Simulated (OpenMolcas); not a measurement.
CHFGaN: a line through the functionals

The species is CHFGaN (5 atoms), meant as a singlet with charge 0. As SMILES, `N#[C][GaH][F]`. Geometry: relaxed at PBE0-D4/def2-TZVP.

The HOMO–LUMO gap y, in eV, basis cc-pVDZ; a is the functional's share of exact exchange. Programs: OpenMolcas 26.06.

```
functional     program     a  y (eV)
      TPSS  OpenMolcas     0    5.36
       PBE  OpenMolcas     0    5.04
     B3LYP  OpenMolcas   0.2       ?
      PBE0  OpenMolcas  0.25    7.54
     BHLYP  OpenMolcas   0.5    9.55
```

Fit y = c + s·a to the known rows and predict B3LYP.


1. Means of the 4 rows: a = 0.1875, y = 6.873.
2. Σ(Δa)² = 0.17188, Σ(Δa·Δy) = 1.5056, so the slope is 1.5056/0.17188 = 8.7596.
3. Intercept: 6.873 − (8.7596) × 0.1875 = 5.231. The largest residual of the fit is 0.19.
4. B3LYP: 5.231 + (8.7596) × 0.2 = 6.98 eV.

The run gave 6.98 eV, so the prediction is off by 0.00 eV: they agree to the digits shown. Exact exchange lowers occupied levels and raises empty ones. The rows mix families of semi-local functionals, which the line can't see.
